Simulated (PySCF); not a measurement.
Al(I)(Me)(OH) (CH4AlIO), SMILES [CH3][Al]([OH])[I].

Geometry: B3LYP-D3(BJ)/def2-SVP. The def2 effective core potentials stand for the cores of I; spin–orbit coupling is left out. Other conformers were not sampled.

Level of theory: PySCF with CAM-B3LYP/def2-TZVP.

Symmetry labels are those of the subgroup Cs that the program uses (full group Cs).

Computed valence orbital energies around the gap with their symmetry:
```tsv
orbital	symmetry	energy (eV)
HOMO−7	A'	-12.90
HOMO−6	A"	-12.84
HOMO−5	A'	-12.14
HOMO−4	A'	-11.06
HOMO−3	A"	-11.03
HOMO−2	A'	-9.75
HOMO−1	A"	-9.03
HOMO	A'	-8.88
LUMO	A'	0.32
LUMO+1	A"	0.39
LUMO+2	A'	1.86
LUMO+3	A'	2.26
```
